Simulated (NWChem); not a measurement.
System: C$_{3}$H$_{2}$FNS; SMILES Fc1nccs1

**Question.** Give the equilibrium geometry at B3LYP/6-31G* (spherical d) (NWChem) as a Z-matrix, with the point group.

**Answer.** point group Cs; any orientation.
```
C
C 1 1.3618
H 2 1.0810 1 128.91
H 1 1.0836 2 124.86 3 0.00
N 1 1.3838 4 118.66 2 180.00
C 5 1.2837 1 109.12 4 180.00
F 6 1.3253 5 123.92 1 180.00
S 2 1.7455 3 121.22 1 180.00
```
